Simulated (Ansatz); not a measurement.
Species: sum formula AlO2H2, charge -1, multiplicity 1. 
Structure (B3LYP-D3(BJ)/def2-TZVP (Ansatz, an electronic-structure program) minimum search):
```
Al
O 1 1.8051
H 2 0.9658 1 115.92
O 1 1.8051 2 102.56 3 0.00
H 4 0.9658 1 115.92 2 0.00
```
Charge -1, spin multiplicity 1.

Basis-set convergence of Hartree-Fock and CCSD correlation energies (hartree) with Ansatz. Correlated levels leave the core frozen unless marked. No spin-orbit coupling. Non-relativistic.

The Hartree-Fock reference is unstable (checked in the largest basis), which strains HF and MP2. 

```tsv
basis	functions	E(HF)	E(corr, CCSD)
aug-cc-pV(D+d)Z	96	-392.93273	-0.50730
aug-cc-pV(T+d)Z	193	[?]	[?]
```

Problem. Fill in the missing entries.

Solution. 
- aug-cc-pV(T+d)Z, E(HF): -392.97797
- aug-cc-pV(T+d)Z, E(corr, CCSD): -0.60356
